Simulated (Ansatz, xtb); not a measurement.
## Two isomers of C6H9NO

Structure a is `C#C[C@@H]1CO[C@@H](N)C1`, a singlet and structure b is `C#C[C@@H]1CCO[C@@H]1N`, a singlet. Both are isolated molecules in the gas phase, relaxed with r2SCAN-D4/def2-SVP; the shapes shown needn't be the lowest conformers.

a (Å):

```xyz
17

C    -1.7789    1.1508    1.2537
C    -0.7596    0.8212    0.6797
C     0.4577    0.4102   -0.0131
C     0.2607    0.2858   -1.5419
C    -0.0503   -1.8584   -0.6058
C     0.8523   -1.0390    0.3154
N     0.4948   -3.1339   -0.9252
O    -0.2543   -1.0096   -1.7661
H    -2.6796    1.4464    1.7586
H     1.2675    1.1221    0.2250
H    -0.4380    1.0392   -1.9402
H     1.2401    0.4194   -2.0469
H    -1.0415   -2.0198   -0.1413
H     1.3638   -3.0208   -1.4499
H    -0.1461   -3.6516   -1.5254
H     0.7299   -1.3054    1.3741
H     1.9068   -1.2067    0.0341
```

b (Å):

```xyz
17

C     2.9542    2.3221   -1.4378
C     2.3713    1.3370   -1.0266
C     1.6882    0.1681   -0.5025
C     0.1509    0.2882   -0.3863
C    -0.1862   -0.6951    0.7534
C     2.0501   -0.2232    0.9544
N     1.9513    0.9363    1.8095
O     1.0595   -1.1640    1.2784
H     3.4650    3.1877   -1.8171
H     1.9414   -0.7069   -1.1278
H    -0.3489    0.0406   -1.3343
H    -0.1137    1.3186   -0.1114
H    -0.7454   -1.5802    0.4096
H    -0.7733   -0.1960    1.5435
H     3.0151   -0.7672    1.0071
H     2.2542    0.6992    2.7535
H     2.5556    1.6844    1.4666
```

Task: Which of the two would you expect CCSD(T)/def2-SVP + ΔMP2/def2-TZVPP electronic energies to favour?

Result: CCSD(T)/def2-SVP + ΔMP2/def2-TZVPP gives E(b) − E(a) = +0.23 kcal/mol, slightly favouring structure a, which is too small a margin to settle the true order.

Level by level:

```tsv
level	geometry	E(b) − E(a) (kcal/mol)	departure from the last row (kcal/mol)	job, with rough time for the two
GFN2-xTB	GFN2-xTB	+2.57	+2.34	optimisation, 0.91 s
HF/STO-3G	GFN2-xTB	+1.60	+1.36	single point, 1.1 s
r2SCAN-D4/def2-SVP//GFN2-xTB	GFN2-xTB	+0.09	−0.14	single point, 8.4 s
r2SCAN-D4/def2-SVP	r2SCAN-D4/def2-SVP	+0.56	+0.33	optimisation, 1.8 min
HF/def2-SVP	r2SCAN-D4/def2-SVP	+1.21	+0.97	part of the CCSD(T) run
MP2/def2-SVP	r2SCAN-D4/def2-SVP	+0.53	+0.30	part of the CCSD(T) run
CCSD(T)/def2-SVP	r2SCAN-D4/def2-SVP	+0.62	+0.38	single point
CCSD(T)/def2-SVP + ΔMP2/def2-TZVPP	r2SCAN-D4/def2-SVP	+0.23		single point, 3.9 min
```

As drawn, both hold the same kinds of bond in the same numbers.

The largest departure from CCSD(T)/def2-SVP + ΔMP2/def2-TZVPP is that of GFN2-xTB, 2.34 kcal/mol. The last row adds to CCSD(T) the change of the MP2 difference between the two basis sets, here −0.38 kcal/mol.

With thermal terms from frequencies at re-optimised GFN2-xTB minima (ideal gas, soft modes damped towards free rotors, one conformer each, 298.15 K, 1 atm): the zero-point term adds −0.21 kcal/mol; ΔH is +0.13 and ΔG −0.13 kcal/mol.

The correlated steps freeze 8 core orbitals. Codes used: Ansatz 0.2.0, xtb 6.7.1; the last row on 2 threads of Intel(R) Xeon(R) Processor @ 2.70GHz on a shared host.
